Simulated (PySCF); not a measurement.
C₂H₅Se (SMILES CC[Se]), doublet (typed; the unrestricted solution is spin-contaminated), at a GFN2-xTB geometry, with bond 3-2 at 3.0 times its length; PBE0/3-21G in PySCF.

Input for PySCF:
```python
from pyscf import gto, scf, dft

mol = gto.M(
    atom='''
C    -2.05964482   -0.44611313    0.14756249
C    -0.65165132   -1.00128298    0.21938804
Se    3.45987853    3.13312523   -0.72649273
H    -2.25557432   -0.01859551   -0.83351785
H    -2.77831468   -1.24373258    0.32794536
H    -2.20685412    0.32883643    0.89686945
H    -0.49080815   -1.77207770   -0.53525115
H    -0.44186542   -1.42305889    1.20303954
''',
    basis='3-21g',
    spin=1,
    verbose=4,
)

mf = dft.UKS(mol)
mf.xc = 'pbe0'
mf.kernel()
mo_i, mo_e, stable_i, stable_e = mf.stability(internal=True, external=False, return_status=True, nroots=6, tol=1e-6)
print('internally stable:', stable_i, ' externally stable:', stable_e)
if not stable_i:
    umf = mf.copy()
    umf.scf_summary = {}
    umf.kernel(umf.make_rdm1(mo_i, mf.mo_occ))
```

What the program printed (banner, timings and long lists left out):

```
PySCF version 2.14.0

[INPUT] verbose = 4
[INPUT] num. atoms = 8
[INPUT] num. electrons = 51
[INPUT] charge = 0
[INPUT] spin (= nelec alpha-beta = 2S) = 1
[INPUT] symmetry False subgroup None
[INPUT] Mole.unit = angstrom
[INPUT] Symbol           X                Y                Z      unit          X                Y                Z       unit  Magmom
[...]
nuclear repulsion = 85.0008552917683
number of shells = 30
number of NR pGTOs = 99
number of NR cGTOs = 50
basis = 3-21g
ecp = {}

******** <class 'pyscf.dft.uks.UKS'> ********
method = UKS
initial guess = minao
damping factor = 0
level_shift factor = 0
DIIS = <class 'pyscf.scf.diis.CDIIS'>
diis_start_cycle = 1
diis_space = 8
diis_damp = 0
SCF conv_tol = 1e-09
SCF conv_tol_grad = None
SCF max_cycles = 50
direct_scf = True
direct_scf_tol = 1e-13
number electrons alpha = 26  beta = 25
XC library pyscf.dft.libxc version 7.1.2
    S. Lehtola, C. Steigemann, M. J. T. Oliveira, and M. A. L. Marques,  SoftwareX 7, 1–5 (2018)
XC functionals = pbe0
    C. Adamo and V. Barone,  J. Chem. Phys. 110, 6158 (1999)
    M. Ernzerhof and G. E. Scuseria,  J. Chem. Phys. 110, 5029 (1999)
radial grids:
    Treutler-Ahlrichs [JCP 102, 346 (1995); DOI:10.1063/1.469408] (M4) radial grids

becke partition: Becke, JCP 88, 2547 (1988); DOI:10.1063/1.454033
pruning grids: <function nwchem_prune>
grids dens level: 3
symmetrized grids: False
atomic radii adjust function: <function treutler_atomic_radii_adjust>
small_rho_cutoff = 0
Set gradient conv threshold to 3.16228e-05
tot grids = 97704
init E= -2465.86694410279

cycle= 1 E= -2468.14343242916  delta_E= -2.28  |g|= 0.333  |ddm|= 1.67

cycle= 2 E= -2462.3384883555  delta_E=  5.8  |g|= 1.54  |ddm|= 10.7
cycle= 3 E= -2467.8281591767  delta_E= -5.49  |g|= 0.605  |ddm|= 10.5
cycle= 4 E= -2467.91196690878  delta_E= -0.0838  |g|= 0.453  |ddm|= 0.204
cycle= 5 E= -2468.14528100865  delta_E= -0.233  |g|= 0.326  |ddm|= 1.54
cycle= 6 E= -2468.15988409225  delta_E= -0.0146  |g|= 0.292  |ddm|= 0.0605
cycle= 7 E= -2467.90144844925  delta_E= 0.258  |g|= 0.486  |ddm|= 1.53
cycle= 8 E= -2467.9275098377  delta_E= -0.0261  |g|= 0.439  |ddm|= 0.0728

cycle= 9 E= -2467.05672366161  delta_E= 0.871  |g|= 0.723  |ddm|= 1.83

cycle= 10 E= -2467.04240506918  delta_E= 0.0143  |g|= 0.734  |ddm|= 0.0219
cycle= 11 E= -2468.05622265958  delta_E= -1.01  |g|= 0.473  |ddm|= 0.924
cycle= 12 E= -2467.84935929009  delta_E= 0.207  |g|= 0.564  |ddm|= 1.64
cycle= 13 E= -2467.84382079967  delta_E= 0.00554  |g|= 0.572  |ddm|= 0.0122
cycle= 14 E= -2467.83468508152  delta_E= 0.00914  |g|= 0.585  |ddm|= 0.0361

cycle= 15 E= -2466.93688733345  delta_E= 0.898  |g|= 0.809  |ddm|= 1.93

cycle= 16 E= -2466.90549700237  delta_E= 0.0314  |g|= 0.829  |ddm|= 0.0523
cycle= 17 E= -2468.06424247503  delta_E= -1.16  |g|= 0.46  |ddm|= 0.951
cycle= 18 E= -2468.06999771067  delta_E= -0.00576  |g|= 0.453  |ddm|= 0.0381

cycle= 19 E= -2466.99878503049  delta_E= 1.07  |g|= 0.766  |ddm|= 0.932

cycle= 20 E= -2466.99432405566  delta_E= 0.00446  |g|= 0.768  |ddm|= 0.0171
cycle= 21 E= -2468.14840720621  delta_E= -1.15  |g|= 0.319  |ddm|= 0.992
cycle= 22 E= -2467.79003640702  delta_E= 0.358  |g|= 0.646  |ddm|= 1.57
cycle= 23 E= -2467.79154471548  delta_E= -0.00151  |g|= 0.651  |ddm|= 0.167
cycle= 24 E= -2467.83197910118  delta_E= -0.0404  |g|= 0.644  |ddm|= 0.637
cycle= 25 E= -2467.84413272034  delta_E= -0.0122  |g|= 0.633  |ddm|= 0.134
cycle= 26 E= -2467.85585967696  delta_E= -0.0117  |g|= 0.62  |ddm|= 0.0837
cycle= 27 E= -2467.97035521082  delta_E= -0.114  |g|= 0.447  |ddm|= 0.485
cycle= 28 E= -2468.11629405778  delta_E= -0.146  |g|= 0.379  |ddm|= 1.55
cycle= 29 E= -2468.14940557869  delta_E= -0.0331  |g|= 0.315  |ddm|= 0.122
cycle= 30 E= -2467.96139574586  delta_E= 0.188  |g|= 0.467  |ddm|= 1.53
cycle= 31 E= -2467.96244481358  delta_E= -0.00105  |g|= 0.466  |ddm|= 0.0268
cycle= 32 E= -2467.96324374681  delta_E= -0.000799  |g|= 0.465  |ddm|= 0.114
[...]
cycle= 38 E= -2468.44337256322  delta_E= -0.00595  |g|= 0.0192  |ddm|= 0.214
cycle= 39 E= -2468.44373993244  delta_E= -0.000367  |g|= 0.0024  |ddm|= 0.0488
cycle= 40 E= -2468.44374995042  delta_E= -1e-05  |g|= 0.00128  |ddm|= 0.0081
cycle= 41 E= -2468.44375164104  delta_E= -1.69e-06  |g|= 0.000557  |ddm|= 0.00316
cycle= 42 E= -2468.4437526243  delta_E= -9.83e-07  |g|= 0.000175  |ddm|= 0.00291
cycle= 43 E= -2468.44375317615  delta_E= -5.52e-07  |g|= 0.000153  |ddm|= 0.00202
cycle= 44 E= -2468.443753696  delta_E= -5.2e-07  |g|= 0.000151  |ddm|= 0.00192
cycle= 45 E= -2468.44375408058  delta_E= -3.85e-07  |g|= 0.000151  |ddm|= 0.00142
cycle= 46 E= -2468.44375463213  delta_E= -5.52e-07  |g|= 0.000151  |ddm|= 0.00204
cycle= 47 E= -2468.44375537107  delta_E= -7.39e-07  |g|= 0.000151  |ddm|= 0.00273
cycle= 48 E= -2468.44377076635  delta_E= -1.54e-05  |g|= 0.000163  |ddm|= 0.0572
cycle= 49 E= -2468.44376578314  delta_E= 4.98e-06  |g|= 0.000152  |ddm|= 0.0186
cycle= 50 E= -2468.44376209954  delta_E= 3.68e-06  |g|= 0.000151  |ddm|= 0.0137
SCF not converged.
SCF energy = -2468.44376209954 after 50 cycles  <S^2> = 1.7531034  2S+1 = 2.8306207
uhf_internal: lowest eigs of H = [-2.66523193e-04  4.98014529e-05  1.54545764e-01  1.55088566e-01
  3.97032494e-01  3.97393083e-01]
<class 'pyscf.dft.uks.UKS'> wavefunction has an internal instability
internally stable: False  externally stable: None

******** <class 'pyscf.dft.uks.UKS'> ********
method = UKS
initial guess = minao
damping factor = 0
level_shift factor = 0
DIIS = <class 'pyscf.scf.diis.CDIIS'>
diis_start_cycle = 1
diis_space = 8
diis_damp = 0
SCF conv_tol = 1e-09
SCF conv_tol_grad = None
SCF max_cycles = 50
direct_scf = True
direct_scf_tol = 1e-13
number electrons alpha = 26  beta = 25
XC library pyscf.dft.libxc version 7.1.2
    S. Lehtola, C. Steigemann, M. J. T. Oliveira, and M. A. L. Marques,  SoftwareX 7, 1–5 (2018)
XC functionals = pbe0
    C. Adamo and V. Barone,  J. Chem. Phys. 110, 6158 (1999)
    M. Ernzerhof and G. E. Scuseria,  J. Chem. Phys. 110, 5029 (1999)
radial grids:
    Treutler-Ahlrichs [JCP 102, 346 (1995); DOI:10.1063/1.469408] (M4) radial grids

becke partition: Becke, JCP 88, 2547 (1988); DOI:10.1063/1.454033
pruning grids: <function nwchem_prune>
grids dens level: 3
symmetrized grids: False
atomic radii adjust function: <function treutler_atomic_radii_adjust>
small_rho_cutoff = 0
Set gradient conv threshold to 3.16228e-05
init E= -2468.44352804714
cycle= 1 E= -2468.44385043534  delta_E= -0.000322  |g|= 0.00201  |ddm|= 0.044
cycle= 2 E= -2468.44385622084  delta_E= -5.79e-06  |g|= 0.000399  |ddm|= 0.00619
cycle= 3 E= -2468.44385657568  delta_E= -3.55e-07  |g|= 0.000314  |ddm|= 0.00173
cycle= 4 E= -2468.4438567458  delta_E= -1.7e-07  |g|= 0.000104  |ddm|= 0.000728
cycle= 5 E= -2468.44385692905  delta_E= -1.83e-07  |g|= 0.000103  |ddm|= 0.000991
cycle= 6 E= -2468.44385709751  delta_E= -1.68e-07  |g|= 0.000103  |ddm|= 0.000913
cycle= 7 E= -2468.44385764738  delta_E= -5.5e-07  |g|= 0.000102  |ddm|= 0.00299
cycle= 8 E= -2468.4438741408  delta_E= -1.65e-05  |g|= 0.000231  |ddm|= 0.101
cycle= 9 E= -2468.44387456542  delta_E= -4.25e-07  |g|= 0.000233  |ddm|= 0.00301
cycle= 10 E= -2468.44387465946  delta_E= -9.4e-08  |g|= 8.48e-05  |ddm|= 0.000638
cycle= 11 E= -2468.44389145747  delta_E= -1.68e-05  |g|= 0.00189  |ddm|= 0.241
cycle= 12 E= -2468.44389068454  delta_E= 7.73e-07  |g|= 0.00214  |ddm|= 0.0127
cycle= 13 E= -2468.44389119534  delta_E= -5.11e-07  |g|= 0.00202  |ddm|= 0.00156
cycle= 14 E= -2468.44389517328  delta_E= -3.98e-06  |g|= 0.00077  |ddm|= 0.0231
cycle= 15 E= -2468.44389573795  delta_E= -5.65e-07  |g|= 0.000354  |ddm|= 0.0157
cycle= 16 E= -2468.44389586954  delta_E= -1.32e-07  |g|= 1.83e-05  |ddm|= 0.0011
cycle= 17 E= -2468.44389586994  delta_E= -4.08e-10  |g|= 1e-05  |ddm|= 0.000583
Extra cycle  E= -2468.44389587005  delta_E= -1.04e-10  |g|= 1.97e-06  |ddm|= 2.61e-05
converged SCF energy = -2468.44389587005  <S^2> = 1.7530876  2S+1 = 2.8306095
```

The run did not converge; its last values are not results.
